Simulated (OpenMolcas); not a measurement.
Pt2+ with its 6 nearest fluoride ions at 2.027 Å, on the Zn site of KZnF3 (a = 4.054 Å, distance in the model lattice 2.027 Å). The rest of the host is ab initio model potentials to 7.6 Å and point charges beyond; the distance is set by hand and nothing relaxes. Ligand basis ANO-RCC-VDZP.

| Item | Value |
| --- | --- |
| Program | OpenMolcas |
| Method | CASSCF |
| Basis | ANO-RCC-VTZP [8s7p5d3f1g] |
| Scalar Hamiltonian | DKH2, point nucleus |
| Active space | 8 electrons in 5 orbitals (5d) |
| State averaging | 2S+1 = 3 even, 10 roots; 2S+1 = 1 even, 15 roots |
| Spin-orbit coupling | RASSI with atomic mean-field integrals over the reference wave functions |

Question: What is the spin-free ground state (labels of O, the rotations of Oh)?

Answer: 3A2, 1-fold in its orbital part; it has the highest spin that d8 allows.

Question: Where is the first state of the same spin?

Answer: 3T2 at 23500 cm-1 above the ground state.

Question: What are the lowest two levels with spin-orbit coupling?

Answer: A 3-fold level T2, then a 2-fold level E 11462 cm-1 above it. Their leading multiplicities are 3 (99 %) and 1 (84 %).

Question: What is χT at 300 K, and how does it compare with the textbook value?

Answer: The lowest level has 2S+1 = 3, for which the spin-only value is χT = S(S+1) / 2 = 1.000 cm3 K/mol (g = 2). The computed 1.535 at 300 K differs by +0.535, through orbital momentum, spin-orbit coupling and any other state in reach.

Question: Which ligand-field parameters describe the states?

Answer: A least-squares ligand-field fit to the states below 45000 cm-1, each weighted by its degeneracy and with a free common offset, gives 10Dq = 23132 cm-1, B = 798 cm-1 and C = 3117 cm-1 (C/B = 3.91), with an rms deviation of 114 cm-1. The same method and metal basis give the free ion B = 865 cm-1 (fit to its terms below 60000 cm-1, rms deviation 8 cm-1), so the nephelauxetic ratio is β = 798 / 865 = 0.92; it hangs on how both fits weigh the states, and computed free-ion B values tend to be too large, so β mixes covalency with correlation.

Without dynamic correlation the repulsion within the d shell is too large (B by tens of per cent), so at a given field states of lower spin stand too high. Real 4d8 and 5d8 ions are as a rule square planar and diamagnetic. The least metal-like active orbital is 84 % on the metal (Löwdin) and no ligand orbital is active, so the numbers are rough. With metal d orbitals alone the field can be off either way by tens of per cent. Ligand-to-metal charge-transfer states are missing. With no ligand orbital active B as a rule stays too high, so bands that hang on it stand too high and its fall with covalency is understated. The distance lies 3 % under the 2.081 Å that this model takes as the normal distance (a Shannon-type radius plus a fixed donor radius, weighted with the host); by an R⁻⁵ law this alone changes a d-shell field by about +14 %. No measured value stands beside these numbers; the geometry was set by hand and not optimised.
